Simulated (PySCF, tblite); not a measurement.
Isomers of C4H11N2Si (doublet state), one GFN2-xTB conformer each. Single-point energies are computed at B3LYP/pcH-1 (PySCF, gas phase, no added dispersion term), electronic only. GFN2-xTB treats the open shell by occupation alone, and not every SCF solution was tested for stability.

```csv
SMILES,GFN2-xTB relative energy (kcal/mol)
C=C[C@H](C)N[SiH2][NH],5.1
C=C[C@H](C)[N][SiH2]N,0.0
```

Conformers: `[CH2:1]=[CH:2][C@H:3]([CH3:4])[NH:5][SiH2:6][NH:7]` (doublet state) with C1–C2–C3–C4 -113°, C2–C3–N5–Si6 73°, C3–N5–Si6–N7 -43°, N5–Si6–N7–H 120°; `[CH2:1]=[CH:2][C@H:3]([CH3:4])[N:5][SiH2:6][NH2:7]` (doublet state) with C1–C2–C3–C4 -126°, C2–C3–N5–Si6 76°, C3–N5–Si6–N7 -128°, N5–Si6–N7–H 51° and -81°.

Question: What does B3LYP/pcH-1 give for the same structures?

Answer: 
```csv
SMILES,B3LYP/pcH-1 E (Eh),B3LYP/pcH-1 (kcal/mol),GFN2-xTB (kcal/mol),point group
C=C[C@H](C)[N][SiH2]N,-558.03035,0.0,0.0,C1
C=C[C@H](C)N[SiH2][NH],-558.01538,9.4,5.1,C1
```

Both levels put the same isomer lowest. 

Question: What happens when harmonic zero-point energies from GFN2-xTB frequencies are added?

Answer: 
```csv
SMILES,ZPE (kcal/mol),electronic (kcal/mol),with ZPE (kcal/mol)
C=C[C@H](C)[N][SiH2]N,88.6,0.0,0.0
C=C[C@H](C)N[SiH2][NH],88.9,9.4,9.7
```

The zero-point energies span 0.3 kcal/mol. The order is unchanged.
